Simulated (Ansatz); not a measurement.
Species: sum formula NbO$_{2}$F, charge 1, multiplicity 2. The spin state was set by rule; other spins were not relaxed. SMILES of the parent species: [O]=[Nb]([F])=[O]
Coordinates optimised at B3LYP-D3(BJ)/def2-TZVP (Ansatz, an electronic-structure program):
```
Nb
O 1 1.7402
O 1 1.7553 2 94.59
F 1 1.8307 2 109.03 3 -112.09
```
Charge +1, spin multiplicity 2.

Parts of the frozen-core correlation energy in def2-SVPD (Ansatz, hartree). Frozen orbitals: 7; correlated occupied orbitals by spin: 12 and 11; virtual: 84 and 85. UHF or UKS for open shells. Spin-orbit coupling is left out. In def2 rows, elements after Kr have scalar-relativistic effective core potentials.

| term | value |
|---|---|
| reference (HF) | -305.09241 |
| MP2 opposite-spin | -0.47476 |
| MP2 same-spin | -0.20033 |
| CCSD correlation | -0.70372 |
| (T) | -0.03508 |
| T1 diagnostic | 0.065 |
| largest doubles amplitude | 0.055 |
| <S^2> of the reference | 1.236 |
